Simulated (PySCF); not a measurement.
## B: excitation energy

B [He] 2s2 2p1 (2P) → B [He] 2s1 2p2 (4P), as a difference of total energies. Computed with PySCF 2.14 in x2c-TZVPPall (5s3p2d1f, 31 functions), with the spin-free X2C one-electron Hamiltonian (Gaussian nucleus). Correlated levels: valence and next inner shell: nothing frozen. The calculations carry no spin-orbit coupling.

```
                                method  excitation energy (cm⁻¹)
                                   UHF                     17695
    MP2 (valence and next inner shell)                     24805
SCS-MP2 (valence and next inner shell)                     27749
   CCSD (valence and next inner shell)                     28193
CCSD(T) (valence and next inner shell)                     28493
  CCSDT (valence and next inner shell)                     28580
```
